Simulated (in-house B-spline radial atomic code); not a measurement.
# Excitations of In¹³⁺ by several methods

Full response, energies in eV; labels give the largest channel, * marks a mixed state, a dash one above the method's threshold, and an imaginary frequency an unstable closed-shell reference. Computed with an all-electron radial atomic-structure program (B-spline basis): linear response of the closed shell [Ar] 3d10 4s2 4p6 with each method's own kernel (bare exchange for TDHF, static screening on G0W0 levels for BSE, the adiabatic kernel for functionals); non-relativistic, point nucleus, no spin-orbit coupling, no double excitations, S, P, D and F terms only; shells from n = 2 respond. Only terms of natural parity with L up to 3 were computed.

Without relativity these are model numbers for so heavy an element.

```
           method  4p → 4d 3P  4p → 4d 3F  4p → 4d 1F  α (bohr³)
             TDHF       61.13       62.36       67.60     0.5478
              PBE           ?           ?           ?          ?
           PBEsol           ?           ?           ?          ?
            wB97X       61.69       62.60       66.87     0.5454
             RPBE       61.57       62.20       66.68     0.5452
LDA exchange-only       61.45       62.67       67.04     0.5438
```

(1) What does PBE give?

(2) What does PBEsol give?

## Answers

(1) 4p → 4d 3P: 61.63; 4p → 4d 3F: 62.30; 4p → 4d 1F: 66.75; α: 0.5448 (eV, bohr³).

(2) 4p → 4d 3P: 61.73; 4p → 4d 3F: 62.56; 4p → 4d 1F: 66.92; α: 0.5439 (eV, bohr³).
